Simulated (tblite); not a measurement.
Run record: molecular-dynamics run, `FCC1=CC(F)(F)OC1`.

Computed with GFN2-xTB (tblite), gas phase: Langevin dynamics at 300 K from the optimised GFN2-xTB geometry, time step 0.5 fs, friction 0.01 fs⁻¹, 2000 steps. The input is one job of a driver script: a line of settings, then coordinates in Å. «temperature» is in K, «steps» counts time steps and «every» is the stride of the printed frames; «frames» go on to single points.

Command:
```bash
OMP_NUM_THREADS=1 python probes_run.py task.json out
```

Input:
```
{"job": {"kind": "md", "xc": "GFN2-xTB", "basis": "xTB", "temperature": 300, "steps": 2000, "every": 50, "frames": 5}, "charge": 0, "multiplicity": 1}
F     -2.486965     0.782836    -0.831296
C     -1.949001     0.025709     0.175343
C     -0.464105    -0.033670     0.057549
C      0.383903    -0.908340     0.582317
C      1.773975    -0.497165     0.188590
F      2.436702    -1.479915    -0.484229
F      2.571263    -0.262484     1.271605
O      1.670046     0.620923    -0.577673
C      0.303849     0.994695    -0.719790
H     -2.243121     0.501706     1.119780
H     -2.397360    -0.971083     0.110228
H      0.203315    -1.771478     1.190191
H      0.034888     0.992108    -1.781378
H      0.161933     2.005688    -0.323402
```

Output:
```
t/fs     T/K      E/eV
    0.0   232.4   -857.46683
   25.0   155.4   -857.20727
   50.0   209.4   -857.22711
   75.0   153.3   -857.05538
  100.0   329.5   -857.20036
  125.0   205.9   -856.93803
  150.0   324.9   -857.07730
  175.0   344.5   -857.07733
  200.0   208.6   -856.80833
  225.0   376.1   -857.20106
  250.0   242.3   -856.91116
  275.0   303.3   -857.02337
  300.0   260.0   -857.09810
  325.0   274.9   -856.97927
  350.0   318.5   -857.03082
  375.0   360.7   -857.04929
  400.0   259.3   -857.08114
  425.0   270.1   -856.96612
  450.0   299.0   -856.90565
  475.0   317.4   -856.93896
  500.0   267.7   -856.76222
  525.0   338.4   -856.92093
  550.0   237.9   -856.86397
  575.0   340.5   -856.97903
  600.0   382.1   -857.03371
  625.0   250.5   -856.85768
  650.0   307.6   -856.93878
  675.0   331.1   -857.11039
  700.0   216.4   -856.94148
  725.0   321.4   -857.17852
  750.0   250.8   -857.08362
  775.0   163.3   -856.97583
  800.0   318.1   -857.00828
  825.0   261.2   -857.01752
  850.0   247.5   -857.05452
  875.0   204.9   -856.97065
  900.0   231.2   -857.03513
  925.0   313.8   -857.09816
  950.0   371.0   -857.19725
  975.0   299.4   -857.04682
 1000.0   263.5   -857.08565
```

E is the potential energy; T comes from the kinetic energy over all 3N coordinates.

Problem. Sum up the printed frames.

Solution. 41 frames over 1000 fs. T runs from 153 K (75 fs) to 382 K (600 fs), with a mean of 277 K over all frames and 282 K from 500 fs on. E starts at -857.467 eV, peaks 0.705 eV above that at 500 fs, and averages 0.459 eV above it from 500 fs on.

Problem. Give the last frame.

Solution. 0.23 Å rms from the start after alignment:
```
atom  x, y, z in Å
F1     -2.147    0.121   -0.485
C2     -1.603    0.271    0.775
C3     -0.146   -0.148    0.674
C4      0.526   -0.999    1.417
C5      1.916   -0.908    0.912
F6      2.595   -2.057    0.890
F7      2.779   -0.145    1.737
O8      1.848   -0.375   -0.315
C9      0.649    0.329   -0.514
H10    -1.597    1.328    1.163
H11    -2.212   -0.400    1.396
H12     0.207   -1.484    2.342
H13     0.292    0.005   -1.530
H14     0.829    1.419   -0.486
```

Problem. How long does this job take on an Arm Neoverse N1 with one thread, shared host with 64 logical CPUs at a one-minute load of 45? And the peak memory of the process?

Solution. About 17 s, with 0.18 GiB resident at the peak, the Python interpreter and its libraries included.
